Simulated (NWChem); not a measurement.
System: borohydride (BH$_{4}$ anion); SMILES [BH4-]

Excerpt of the output:

```
             Northwest Computational Chemistry Package (NWChem) 7.3.0
             --------------------------------------------------------

 C1  symmetry detected

                             Geometry "geometry" -> ""
                             -------------------------

 Output coordinates in angstroms (scale by  1.889725989 to convert to a.u.)

  No.       Tag          Charge          X              Y              Z
 ---- ---------------- ---------- -------------- -------------- --------------
    1 B                    5.0000    -0.00002619     0.00002977     0.00010909
    2 H                    1.0000    -0.87877739     0.73729996    -0.48735295
    3 H                    1.0000     0.75346215     0.67698282     0.72570621
    4 H                    1.0000     0.66390482    -0.51878763    -0.91794538
    5 H                    1.0000    -0.53845861    -0.89564399     0.67904667

 Effective nuclear repulsion energy (a.u.)      10.0530718872

  xc_inp: hfexch multiplicative factor not found.

                                 NWChem DFT Module
                                 -----------------

 Summary of "ao basis" -> "ao basis" (spherical)
 ------------------------------------------------------------------------------
       Tag                 Description            Shells   Functions and Types
 ---------------- ------------------------------  ------  ---------------------
 B                         def2-tzvpp               11       31   5s3p2d1f
 H                         def2-tzvpp                6       14   3s2p1d

            General Information
            -------------------
          SCF calculation type: DFT
          Wavefunction type:  closed shell.
          No. of atoms     :     5
          No. of electrons :    10
           Alpha electrons :     5
            Beta electrons :     5
          Charge           :    -1
          Spin multiplicity:     1
          Use of symmetry is: off; symmetry adaption is: off
          Maximum number of iterations: 150
          AO basis - number of functions:    87
                     number of shells:    35
          Convergence on energy requested:  1.00D-06
          Convergence on density requested:  1.00D-05
          Convergence on gradient requested:  5.00D-04

              XC Information
              --------------
                     Hartree-Fock (Exact) Exchange  1.000

      Superposition of Atomic Density Guess
      -------------------------------------

 Sum of atomic energies:         -26.53394965

 Renormalizing density from       9.00 to     10

      Non-variational initial energy
      ------------------------------

 Total energy =     -28.823300
 1-e energy   =     -59.846793
 2-e energy   =      20.970421
 HOMO         =      -0.045515
 LUMO         =       0.319985

     ---------------------------------------------
      Total Density - Mulliken Population Analysis
     ---------------------------------------------

    Atom       Charge   Shell Charges
 -----------   ------   -------------------------------------------------------
    1 B    5     4.74   0.90  1.08  0.41  0.51  0.10  0.63  0.55  0.56  0.02 -0.00  0.00
    2 H    1     1.31   0.24  0.60  0.46  0.00  0.02  0.00
    3 H    1     1.31   0.24  0.60  0.46  0.00  0.02  0.00
    4 H    1     1.31   0.24  0.60  0.46  0.00  0.02  0.00
    5 H    1     1.31   0.24  0.60  0.46  0.00  0.02  0.00

   convergence    iter        energy       DeltaE   RMS-Dens  Diis-err
 ---------------- ----- ----------------- --------- --------- ---------
 d= 0,ls=0.0,diis     1    -26.9293001926 -3.70D+01  5.09D-03  3.79D-01
 d= 0,ls=0.0,diis     2    -26.9815033626 -5.22D-02  1.26D-03  3.37D-02
 d= 0,ls=0.0,diis     3    -26.9868892051 -5.39D-03  3.35D-04  7.20D-04
 d= 0,ls=0.0,diis     4    -26.9870877010 -1.98D-04  5.21D-05  1.23D-05
 d= 0,ls=0.0,diis     5    -26.9870915047 -3.80D-06  6.77D-06  6.53D-08
 d= 0,ls=0.0,diis     6    -26.9870915330 -2.83D-08  1.74D-06  1.51D-09

         Total DFT energy =      -26.987091533008
      One electron energy =      -57.469741475529
           Coulomb energy =       25.869790374062
    Exchange-Corr. energy =       -5.440212318706
 Nuclear repulsion energy =       10.053071887165

 Numeric. integr. density =        0.000000000000

                       DFT Final Molecular Orbital Analysis
                       ------------------------------------

 Vector    3  Occ=2.000000D+00  E=-1.886379D-01
              MO Center=  4.2D-02, -3.9D-02,  2.6D-01, r^2= 2.0D+00
   Bfn.  Coefficient  Atom+Function         Bfn.  Coefficient  Atom+Function
  ----- ------------  ---------------      ----- ------------  ---------------
     7      0.244128  1 B  py                48      0.207190  3 H  s
    76     -0.206358  5 H  s                 47      0.202514  3 H  s
    75     -0.201712  5 H  s                 10      0.150986  1 B  py
    46      0.120532  3 H  s                 74     -0.120038  5 H  s
    62     -0.110345  4 H  s                 34      0.109501  2 H  s

 Vector    4  Occ=2.000000D+00  E=-1.884703D-01
              MO Center= -9.4D-02,  1.7D-01, -2.2D-01, r^2= 2.0D+00
   Bfn.  Coefficient  Atom+Function         Bfn.  Coefficient  Atom+Function
  ----- ------------  ---------------      ----- ------------  ---------------
     6      0.246016  1 B  px                34     -0.230653  2 H  s
    33     -0.225317  2 H  s                 62      0.177986  4 H  s
    61      0.173886  4 H  s                  9      0.152189  1 B  px
    48      0.134775  3 H  s                 32     -0.134067  2 H  s
    47      0.131669  3 H  s                 60      0.103484  4 H  s

 Vector    5  Occ=2.000000D+00  E=-1.883272D-01
              MO Center=  5.2D-02, -1.3D-01, -3.5D-02, r^2= 2.1D+00
   Bfn.  Coefficient  Atom+Function         Bfn.  Coefficient  Atom+Function
  ----- ------------  ---------------      ----- ------------  ---------------
     8      0.249429  1 B  pz                62     -0.196229  4 H  s
    61     -0.191618  4 H  s                 76      0.181672  5 H  s
    75      0.177371  5 H  s                 11      0.154332  1 B  pz
    48      0.145693  3 H  s                 47      0.142240  3 H  s
    34     -0.131108  2 H  s                 33     -0.128031  2 H  s

 Vector    6  Occ=0.000000D+00  E= 3.203619D-01
              MO Center=  1.8D-03, -1.3D-04, -1.4D-04, r^2= 8.3D+00
   Bfn.  Coefficient  Atom+Function         Bfn.  Coefficient  Atom+Function
  ----- ------------  ---------------      ----- ------------  ---------------
     5      5.367608  1 B  s                  4     -2.405423  1 B  s
    34     -1.199295  2 H  s                 48     -1.201032  3 H  s
    62     -1.201590  4 H  s                 76     -1.199612  5 H  s
    33      0.356953  2 H  s                 47      0.357118  3 H  s
    61      0.357076  4 H  s                 75      0.357005  5 H  s

 Vector    7  Occ=0.000000D+00  E= 3.636900D-01
              MO Center= -4.8D-01, -1.2D-01, -3.9D-01, r^2= 7.3D+00
   Bfn.  Coefficient  Atom+Function         Bfn.  Coefficient  Atom+Function
  ----- ------------  ---------------      ----- ------------  ---------------
    13      2.072661  1 B  py                48     -1.731582  3 H  s
    62      1.062478  4 H  s                 76      1.065595  5 H  s
    14      0.919154  1 B  pz                12      0.576607  1 B  px
    34     -0.395339  2 H  s                 10     -0.265415  1 B  py
    11     -0.117829  1 B  pz                23     -0.104600  1 B  d  1

 Vector    8  Occ=0.000000D+00  E= 3.636993D-01
              MO Center= -3.8D-02,  2.0D-01,  4.4D-01, r^2= 7.5D+00
   Bfn.  Coefficient  Atom+Function         Bfn.  Coefficient  Atom+Function
  ----- ------------  ---------------      ----- ------------  ---------------
    12      2.185413  1 B  px                62     -1.597489  4 H  s
    34      1.193066  2 H  s                 76      1.026235  5 H  s
    14     -0.790124  1 B  pz                48     -0.621191  3 H  s
     9     -0.279968  1 B  px                13     -0.257342  1 B  py
    21      0.102847  1 B  d -1              11      0.101257  1 B  pz

     ---------------------------------------------
      Total Density - Mulliken Population Analysis
     ---------------------------------------------

    Atom       Charge   Shell Charges
 -----------   ------   -------------------------------------------------------
    1 B    5     5.02   0.91  1.07  0.43  0.33  0.05  0.97  0.83  0.34  0.03  0.05  0.01
    2 H    1     1.25   0.25  0.57  0.40  0.00  0.02  0.00
    3 H    1     1.25   0.25  0.57  0.40  0.00  0.02  0.00
    4 H    1     1.25   0.25  0.57  0.40  0.00  0.02  0.00
    5 H    1     1.25   0.25  0.57  0.40  0.00  0.02  0.00

     -------------------------------------------
      Total Density - Lowdin Population Analysis
     -------------------------------------------

    Atom       Charge   Shell Charges
 -----------   ------   -------------------------------------------------------
    1 B    5     5.74   0.95  0.99  0.27  0.30  0.18  0.82  1.22  0.68  0.06  0.24  0.03
    2 H    1     1.07   0.24  0.45  0.30  0.01  0.07  0.01
    3 H    1     1.07   0.24  0.45  0.30  0.01  0.07  0.01
    4 H    1     1.07   0.24  0.45  0.30  0.01  0.07  0.01
    5 H    1     1.07   0.24  0.45  0.30  0.01  0.07  0.01

     Multipole analysis of the density
     ---------------------------------

     L   x y z        total         alpha         beta         nuclear
     -   - - -        -----         -----         ----         -------
     0   0 0 0     -1.000000     -5.000000     -5.000000      9.000000

     1   1 0 0      0.000271      0.000135      0.000135     -0.000000
     1   0 1 0      0.000054      0.000027      0.000027      0.000000
     1   0 0 1      0.000259      0.000129      0.000129     -0.000000

[...]
```

Level: Hartree-Fock/def2-TZVPP. Sets without diffuse functions describe the anion's extra electron poorly. All runs use the structure optimised with B3LYP/def2-SVPD.

Reconstruct the input file.

One answer among several that fit: the input that was run:
```
start job
memory heap 200 mb stack 900 mb global 1100 mb
charge -1
geometry units angstroms noautoz
  B      0.000129    -0.000163     0.000108
  H     -0.811695    -0.819433    -0.472257
  H      0.155382    -0.224274     1.215909
  H     -0.437253     1.156152    -0.156201
  H      1.093453    -0.112350    -0.587390
end
basis spherical
  B library def2-tzvpp
  H library def2-tzvpp
end
dft
  xc hfexch
  iterations 150
  mulliken
end
task dft energy
```
